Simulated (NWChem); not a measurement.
Species: CH$_{8}$N$_{2}$Si; SMILES CN[SiH2]N

Results from NWChem. Pople sets run with spherical d functions. Each level has its own optimisation; frequencies are unscaled. Brackets give each atom's bonded neighbours. One conformer.

```csv
level,r C–N (Å),r N–Si [N(CHSi)–Si(HHNN)] (Å),r H–N [H(N)–N(CHSi)] (Å),r N–Si [N(HHSi)–Si(HHNN)] (Å),highest harmonic frequency (cm⁻¹),lowest (cm⁻¹),zero-point energy (kcal/mol),dipole (D)
B3LYP/6-31G*,1.456,1.726,1.014,1.729,3664,84,61.8,0.96
B3LYP/3-21G,1.473,1.753,1.018,1.749,3616,71,61.6,1.77
Hartree-Fock/3-21G,1.467,1.738,1.001,1.739,3839,62,65.6,1.57
PBE-D3(BJ)/def2-SVP,1.449,1.738,1.023,1.739,3595,85,59.5,1.11
```
